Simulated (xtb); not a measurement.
H$_{3}$GeO$_{3}$, doublet, at a GFN2-xTB geometry; GFN2-xTB in xtb.

Here is a job for xtb.
```
$ xtb mol.xyz --gfn 2 --uhf 1 --ohess --json

# file mol.xyz
7

O     -0.89026396    -1.04649341    -0.98157779
Ge    -0.13561324    -0.04736149     0.31044063
O     -0.26136974     1.64159635    -0.29675013
O      1.61904039    -0.43186608     0.20835849
H     -1.66282753    -0.65193226    -1.38205149
H      0.45348446     2.21223983    -0.02059503
H      1.80971341    -1.35063456     0.02830177
```

Problem. Write the output that xtb gives for this input, abridged.

Solution. 
```
   ID    Z sym.   atoms
    1    8 O      1, 3, 4
    2   32 Ge     2
    3    1 H      5-7

           -------------------------------------------------
          |                Calculation Setup                |
           -------------------------------------------------

           -------------------------------------------------
          |                 G F N 2 - x T B                 |
           -------------------------------------------------

          ...................................................
          :                      SETUP                      :
          :.................................................:
          :  # basis functions                  25          :
          :  # atomic orbitals                  24          :
          :  # shells                           12          :
          :  # electrons                        25          :
          :  max. iterations                   250          :
          :  Hamiltonian                  GFN2-xTB          :
          :  restarted?                      false          :
          :  GBSA solvation                  false          :
          :  PC potential                    false          :
          :  electronic temp.          300.0000000     K    :
          :  accuracy                    1.0000000          :
          :  -> integral cutoff          0.2500000E+02      :
          :  -> integral neglect         0.1000000E-07      :
          :  -> SCF convergence          0.1000000E-05 Eh   :
          :  -> wf. convergence          0.1000000E-03 e    :
          :  Broyden damping             0.4000000          :
          :  net charge                          0          :
          :  unpaired electrons                  1          :
          ...................................................

 iter      E             dE          RMSdq      gap      omega  full diag
   1    -14.7971478 -0.147971E+02  0.796E+00    6.15       0.0  T
   2    -14.9420879 -0.144940E+00  0.109E+01    7.93       1.0  T
   3    -15.6425616 -0.700474E+00  0.512E+00    8.15       1.0  T
   4    -15.7570534 -0.114492E+00  0.157E+00    7.63       1.0  T
   5    -15.7647937 -0.774029E-02  0.361E-01    7.83       1.0  T
   6    -15.7649468 -0.153140E-03  0.887E-02    7.81       1.0  T
   7    -15.7649795 -0.327325E-04  0.263E-02    7.82       1.4  T
   8    -15.7649803 -0.770177E-06  0.368E-03    7.82      10.3  T
   9    -15.7649803  0.340081E-07  0.223E-03    7.82      16.9  T
  10    -15.7649803 -0.424332E-07  0.173E-04    7.82     219.0  T
  11    -15.7649803  0.203023E-09  0.187E-04    7.82     202.2  T

   *** convergence criteria satisfied after 11 iterations ***

         :::::::::::::::::::::::::::::::::::::::::::::::::::::
         ::                     SUMMARY                     ::
         :::::::::::::::::::::::::::::::::::::::::::::::::::::
         :: total energy             -15.704605475542 Eh    ::
         :: gradient norm              0.000035232726 Eh/a0 ::
         :: HOMO-LUMO gap              7.824842119798 eV    ::
         ::.................................................::
         :: SCC energy               -15.764978958994 Eh    ::
         :: -> isotropic ES            0.053888598359 Eh    ::
         :: -> anisotropic ES         -0.004210412488 Eh    ::
         :: -> anisotropic XC         -0.000973474453 Eh    ::
         :: -> dispersion             -0.002961803793 Eh    ::
         :: repulsion energy           0.060373483452 Eh    ::
         :: add. restraining           0.000000000000 Eh    ::
         :: total charge              -0.000000000000 e     ::
         :::::::::::::::::::::::::::::::::::::::::::::::::::::

      -----------------------------------------------------------
     |                   =====================                   |
     |                        A N C O P T                        |
     |                   =====================                   |
     |               Approximate Normal Coordinate               |
     |                Rational Function Optimizer                |
      -----------------------------------------------------------
      -----------------------------------------------------------
     |                   =====================                   |
     |                        A N C O P T                        |
     |                   =====================                   |
     |               Approximate Normal Coordinate               |
     |                Rational Function Optimizer                |
      -----------------------------------------------------------

          ...................................................
          :                      SETUP                      :
          :.................................................:
          :   optimization level            normal          :
          :   max. optcycles                   200          :
          :   ANC micro-cycles                  20          :
          :   degrees of freedom                15          :
          :.................................................:
          :   RF solver                   davidson          :
          :   write xtbopt.log                true          :
          :   linear?                        false          :
          :   energy convergence         0.5000000E-05 Eh   :
          :   grad. convergence          0.1000000E-02 Eh/α :
          :   maxmium RF displ.          1.0000000          :
          :   Hlow (freq-cutoff)         0.1000000E-01      :
          :   Hmax (freq-cutoff)         5.0000000          :
          :   S6 in model hess.         20.0000000          :
          ...................................................

generating ANC from exact Hessian ...
Using Lindh-Hessian (1995)
 Shifting diagonal of input Hessian by    0.0000000000000000
 Lowest  eigenvalues of input Hessian
    0.000000    0.000000    0.000000    0.000000    0.000000    0.000000
[...]
 * total energy  :   -15.7046055 Eh     change       -0.2422933E-09 Eh
   *** GEOMETRY OPTIMIZATION CONVERGED AFTER 1 ITERATIONS ***
         :: total energy             -15.704605475784 Eh    ::
[...]
     5   1 H    0.896 --     1 O    0.873
     6   1 H    0.896 --     3 O    0.873
     7   1 H    0.896 --     4 O    0.873
 ---------------------------------------------------------------------------

Topologies differ in total number of bonds
Writing topology from bond orders to xtbtopo.mol

molecular dipole:
                 x           y           z       tot (Debye)
 q only:       -0.148      -0.052       0.338
   full:       -0.170      -0.059       0.389       1.090
molecular quadrupole (traceless):
                xx          xy          yy          xz          yz          zz
 q only:        0.375      -0.117       0.669       0.766       0.267      -1.043
  q+dip:        0.409      -0.127       0.729       0.834       0.291      -1.137
   full:        0.506      -0.158       0.902       1.033       0.361      -1.408

           -------------------------------------------------
          |               Frequency Printout                |
           -------------------------------------------------
 projected vibrational frequencies (cm⁻¹)
eigval :       -0.00    -0.00    -0.00     0.00     0.00     0.00
eigval :      151.09   151.30   214.65   257.82   258.02   278.67
Molecule has the following symmetry elements: (C3)
It seems to be the C3 point group
eigval :      473.16   473.17   484.46   715.86   748.12   748.18
eigval :     3649.22  3649.27  3654.14
 reduced masses (amu)
   1: 20.02   2: 33.10   3: 47.55   4: 51.88   5: 24.62   6: 21.90   7: 14.77   8: 14.79
   9: 24.82  10:  6.91  11:  6.89  12:  8.44  13: 28.42  14: 28.42  15: 23.17  16:  1.96
  17:  3.81  18:  3.81  19:  1.89  20:  1.89  21:  1.89
 IR intensities (km·mol⁻¹)
   1:  0.28   2:  0.04   3:  0.23   4:  0.10   5:  0.07   6:  0.41   7: 27.85   8: 27.74
   9: 12.17  10: 29.73  11: 29.83  12:341.89  13:161.71  14:161.74  15: 80.25  16: 78.55
  17:171.27  18:171.18  19: 64.91  20: 64.89  21:  0.10
 Raman intensities (Ä⁴*amu⁻¹)
   1:  0.00   2:  0.00   3:  0.00   4:  0.00   5:  0.00   6:  0.00   7:  0.00   8:  0.00
   9:  0.00  10:  0.00  11:  0.00  12:  0.00  13:  0.00  14:  0.00  15:  0.00  16:  0.00
  17:  0.00  18:  0.00  19:  0.00  20:  0.00  21:  0.00
 output can be read by thermo (or use thermo option).
 writing <g98.out> molden fake output.
 recommended (thermochemical) frequency scaling factor: 1.0
           -------------------------------------------------
          |             Thermodynamic Functions             |
           -------------------------------------------------

c3  symmetry found (for desy threshold:  0.10E+00) used in thermo

          ...................................................
          :                      SETUP                      :
          :.................................................:
          :  # frequencies                          15      :
          :  # imaginary freq.                       0      :
          :  linear?                             false      :
          :  only rotor calc.                    false      :
          :  symmetry                               c3      :
          :  rotational number                       3      :
          :  scaling factor                  1.0000000      :
          :  rotor cutoff                   50.0000000 cm⁻¹ :
          :  imag. cutoff                  -20.0000000 cm⁻¹ :
          :.................................................:

    mode    ω/cm⁻¹     T·S(HO)/kcal·mol⁻¹    T·S(FR)/kcal·mol⁻¹   T·S(vib)
   ------------------------------------------------------------------------
       1    151.09    -0.79262 ( 98.81%)    -0.72864 (  1.19%)    -0.79186
       2    151.30    -0.79185 ( 98.82%)    -0.72824 (  1.18%)    -0.79110
       3    214.65    -0.59741 ( 99.71%)    -0.62471 (  0.29%)    -0.59749
       4    257.82    -0.49985 ( 99.86%)    -0.57047 (  0.14%)    -0.49995
       5    258.02    -0.49944 ( 99.86%)    -0.57023 (  0.14%)    -0.49954
       6    278.67    -0.45969 ( 99.90%)    -0.54744 (  0.10%)    -0.45978
   ------------------------------------------------------------------------

   temp. (K)  partition function   enthalpy   heat capacity  entropy
                                   cal/mol     cal/K/mol   cal/K/mol   J/K/mol
 298.15  VIB   23.1                 2660.904     16.990     15.160
         ROT  0.271E+05              888.752      2.981     23.263
         INT  0.625E+06             3549.656     19.970     38.423
         TR   0.133E+28             1481.254      4.968     40.332
         TOT                        5030.9098    24.9385    78.7554   329.5126

       T/K    H(0)-H(T)+PV         H(T)/Eh          T*S/Eh         G(T)/Eh
   ------------------------------------------------------------------------
    298.15    0.801727E-02    0.442564E-01    0.374192E-01    0.683713E-02
   ------------------------------------------------------------------------

         :::::::::::::::::::::::::::::::::::::::::::::::::::::
         ::                  THERMODYNAMIC                  ::
         :::::::::::::::::::::::::::::::::::::::::::::::::::::
         :: total free energy         -15.697768350492 Eh   ::
         ::.................................................::
         :: total energy              -15.704605475784 Eh   ::
         :: zero point energy           0.036239093765 Eh   ::
         :: G(RRHO) w/o ZPVE           -0.029401968473 Eh   ::
         :: G(RRHO) contrib.            0.006837125292 Eh   ::
         :::::::::::::::::::::::::::::::::::::::::::::::::::::

optimized geometry written to: xtbopt.xyz

           -------------------------------------------------
          | TOTAL ENERGY              -15.704605475784 Eh   |
          | TOTAL ENTHALPY            -15.660349116863 Eh   |
          | TOTAL FREE ENERGY         -15.697768350492 Eh   |
          | GRADIENT NORM               0.000035943057 Eh/α |
          | HOMO-LUMO GAP               7.824817926065 eV   |
           -------------------------------------------------

normal termination of xtb
```
